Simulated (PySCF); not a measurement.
Output of ΔSCF core-hole calculations on trimethylaluminum (`[CH3][Al]([CH3])[CH3]`).

Method: delta-SCF UKS SCAN, pcX-2 on the ionised atom, pcseg-1 elsewhere, spin-free X2C in PySCF. Atoms in this output count from 0. The cycles run on a coarse integration grid; for E(ground) and E(ion) the exchange–correlation energy is redone on a finer one, so they differ from the last cycle, and only they enter the binding energy.

Coordinates (Å, GFN2-xTB):
```
C     -0.490256     1.942828     0.034204
Al     0.005485     0.010468    -0.007978
C      1.917477    -0.556802     0.043276
C     -1.424892    -1.378244    -0.085366
H     -0.714958     2.295863     1.046265
H      0.305873     2.591386    -0.346315
H     -1.384377     2.150564    -0.563733
H      2.228250    -0.892612     1.038291
H      2.605964     0.246308    -0.239412
H      2.113711    -1.396881    -0.631865
H     -2.409245    -0.977174     0.178677
H     -1.528853    -1.823166    -1.080934
H     -1.228565    -2.212053     0.597162
```

```
ground state, core basis on atom 0 (C), 136 functions
  cycle   1  E = -362.37454852  |g| = 7.46e-01
  cycle   2  E = -362.26248970  |g| = 9.52e-01
  cycle   3  E = -362.52411444  |g| = 3.25e-02
  cycle   4  E = -362.52422738  |g| = 2.17e-02
  cycle   5  E = -362.52434214  |g| = 7.94e-03
  cycle   6  E = -362.52436010  |g| = 1.90e-03
  cycle   7  E = -362.52436197  |g| = 2.38e-04
  E(ground) = -362.56100899 Eh
hole in C 1s of atom 0
  cycle   1  E = -351.31871422  |g| = 1.50e+00
  cycle   2  E = -350.83211808  |g| = 1.68e+00
  cycle   3  E = -351.85388581  |g| = 2.92e-01
  cycle   4  E = -351.88258412  |g| = 1.04e-01
  cycle   5  E = -351.88802759  |g| = 3.36e-02
  cycle   6  E = -351.88860274  |g| = 4.99e-03
  cycle   7  E = -351.88861885  |g| = 1.99e-03
  cycle   8  E = -351.88862092  |g| = 1.04e-03
  cycle   9  E = -351.88862205  |g| = 6.69e-04
  cycle  10  E = -351.88862173  |g| = 1.22e-04
  E(ion) = -351.92461731 Eh   <S^2> = 0.7669   hole on atom = 1.000
```

Question: What is the C 1s binding energy of atom 0?

Answer: (-351.924617 − (-362.561009)) Eh × 27.2114 eV/Eh = 289.43 eV, for the methyl carbon.

```
ground state, core basis on atom 1 (Al), 147 functions
  cycle   1  E = -362.59625701  |g| = 2.42e-01
  cycle   2  E = -362.59635214  |g| = 4.10e-02
  cycle   3  E = -362.59637887  |g| = 2.70e-02
  cycle   4  E = -362.59647862  |g| = 6.96e-03
  cycle   5  E = -362.59649224  |g| = 6.02e-04
  cycle   6  E = -362.59649160  |g| = 1.31e-04
  E(ground) = -362.59615544 Eh
hole in Al 1s of atom 1
  cycle   1  E = -304.03249963  |g| = 3.97e+00
  cycle   2  E = -304.19661416  |g| = 2.00e+00
  cycle   3  E = -304.78179154  |g| = 6.17e-01
  cycle   4  E = -305.00012345  |g| = 2.34e-01
  cycle   5  E = -305.03235601  |g| = 5.03e-02
  cycle   6  E = -305.03357880  |g| = 1.80e-02
  cycle   7  E = -305.03375587  |g| = 1.66e-03
  cycle   8  E = -305.03375675  |g| = 5.66e-04
  cycle   9  E = -305.03375681  |g| = 5.31e-04
  cycle  10  E = -305.03375740  |g| = 1.21e-04
  E(ion) = -305.03757394 Eh   <S^2> = 0.7520   hole on atom = 1.000
```

Question: What is the Al 1s binding energy of atom 1?

Answer: (-305.037574 − (-362.596155)) Eh × 27.2114 eV/Eh = 1566.25 eV, for the aluminium bonded to 3 C.

The ground state is recomputed for each atom, because the flexible core basis sits on the ionised atom alone; energies of different blocks can't be mixed. Geometry: GFN2-xTB; no solvent, vibrations or thermal averaging.

On an Arm Neoverse V1 with one thread, no GPU (shared host), this took 14 s wall.
Labels such as C1 count atoms from 1, the log's own numbers from 0.
